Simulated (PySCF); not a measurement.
One of the candidates below gave these computed data.

All candidates are C6H14N2Si.

| technique | computed result |
| --- | --- |
| 1H NMR | chemical shifts (computed TMS as zero) by class: 4.76 (2 H), 3.71 (2 H), 2.72 (3 H), 2.61 (6 H), 1.65 (1 H) ppm [GIAO PBE0/pcSseg-1] |
| NMR, other nuclei | isotropic shieldings of nuclei other than C and H, by class: 234 (1 N), 245 (1 N), 373 (1 Si) ppm [GIAO PBE0/pcSseg-1] |
| 13C NMR | chemical shifts (computed TMS as zero) by class: 87.0 (1 C), 77.8 (1 C), 42.2 (1 C), 39.3 (2 C), 35.0 (1 C) ppm [GIAO PBE0/pcSseg-1] |
| Dipole | 0.91 D [PBE0/pcSseg-1] |
| Rotational structure | rotational constants A, B, C: 3.044, 0.708, 0.654 GHz [GFN2-xTB] |

Electronic properties: PySCF, gas phase, density fitting. Levels stand in brackets. The structure is a single GFN2-xTB conformer in the gas phase; no vibrational or solvent corrections. NMR values are class means; diastereotopic atoms form classes of their own.

Question: Which candidate is it?
A. `C#CCN(C)[SiH2]N(C)C`
B. `C=C(C)[C@@H]1CC[Si]1(N)N`
C. `CCN(C)[C@H]1C=N[SiH2]C1`
D. `CC(C)CNC[SiH2]C#N`

Answer: A. It is `C#CCN(C)[SiH2]N(C)C`. Numbering: `[CH:1]#[C:2][CH2:3][N:4]([CH3:5])[SiH2:6][N:7]([CH3:8])[CH3:9]`. Its formula, C6H14N2Si, gives 2 degrees of unsaturation: 0 rings and 2 π bonds in the structure found. 6 carbons fall into 5 classes; from least to most shielded: alkyne carbon [C2] (87.0 ppm), terminal alkyne carbon [C1] (77.8 ppm), sp3 carbon bound to nitrogen [C3] (42.2 ppm), N-methyl carbon [C8/C9] (39.3 ppm, 2 C), N-methyl carbon [C5] (35.0 ppm). Hydrogen classes from least to most shielded: 2 H on an SiH2 silicon, Si6 (4.76 ppm), 2 H on an sp3 carbon bound to nitrogen, C3 (3.71 ppm), 3 H on an N-methyl carbon, C5 (2.72 ppm, a mean of values up to 0.9 ppm apart in this geometry), 6 H on 2 N-methyl carbons, C8/C9 (2.61 ppm, a mean of values up to 0.9 ppm apart in this geometry), 1 H on a terminal alkyne carbon, C1 (1.65 ppm). The other shieldings belong to: 234 ppm, silicon-bound nitrogen [N4]; 245 ppm, silicon-bound nitrogen [N7]; 373 ppm, SiH2 silicon [Si6]. The optimised geometry has point group C1 and is an asymmetric top.

The others, at the same levels:
- `CCN(C)[C@H]1C=N[SiH2]C1` fails: it has 6 carbon classes against 5; its computed 13C shifts are 195.9 (1 C), 80.7 (1 C), 48.1 (1 C), 41.8 (1 C), 16.9 (1 C), 3.8 (1 C) ppm, 1H shifts are 8.63 (1 H), 5.26 (1 H), 5.11 (1 H), 3.83 (1 H), 2.46 (3 H), 2.13 (1 H), 2.02 (1 H), 1.16 (3 H), 0.79 (1 H), 0.59 (1 H) ppm and rotational constant A is 2.619 GHz (against 3.044 GHz).
- `C=C(C)[C@@H]1CC[Si]1(N)N` fails: it has 6 carbon classes against 5; its computed 13C shifts are 153.8 (1 C), 109.7 (1 C), 58.3 (1 C), 26.8 (1 C), 24.7 (1 C), 17.1 (1 C) ppm, 1H shifts are 4.72 (1 H), 4.63 (1 H), 3.13 (1 H), 1.84 (3 H), 1.81 (1 H), 1.66 (1 H), 1.62 (1 H), 1.58 (1 H), 0.55 (2 H), 0.54 (2 H) ppm and rotational constant A is 1.821 GHz (against 3.044 GHz).
- `CC(C)CNC[SiH2]C#N` fails: its computed 13C shifts are 124.2 (1 C), 67.5 (1 C), 39.1 (1 C), 34.3 (1 C), 22.9 (2 C) ppm, 1H shifts are 4.47 (2 H), 2.61 (2 H), 2.50 (2 H), 1.42 (1 H), 1.09 (6 H), 0.15 (1 H) ppm and rotational constant A is 2.531 GHz (against 3.044 GHz).

Each candidate is one conformer, not necessarily the lowest. The conformers computed, where there is a choice (atom-mapped SMILES and torsion angles):
- `[CH:1]#[C:2][CH2:3][N:4]([CH3:5])[SiH2:6][N:7]([CH3:8])[CH3:9]`: C2–C3–N4–C5 -68°, C3–N4–Si6–N7 161°, N4–Si6–N7–C8 161°
- `[CH2:1]=[C:2]([CH3:3])[C@@H:4]1[CH2:5][CH2:6][Si:7]1([NH2:8])[NH2:9]`: C1–C2–C4–C5 -145°, H–N8–Si7–C6 -92°, H–N8–Si7–C6 45°, H–N9–Si7–C6 -43°, H–N9–Si7–C6 -179°
- `[CH3:1][CH:2]([CH3:3])[CH2:4][NH:5][CH2:6][SiH2:7][C:8]#[N:9]`: C1–C2–C4–N5 62°, C2–C4–N5–C6 180°, C4–N5–C6–Si7 178°, N5–C6–Si7–C8 63°

The conformers of `CCN(C)[C@H]1C=N[SiH2]C1` aren't listed.
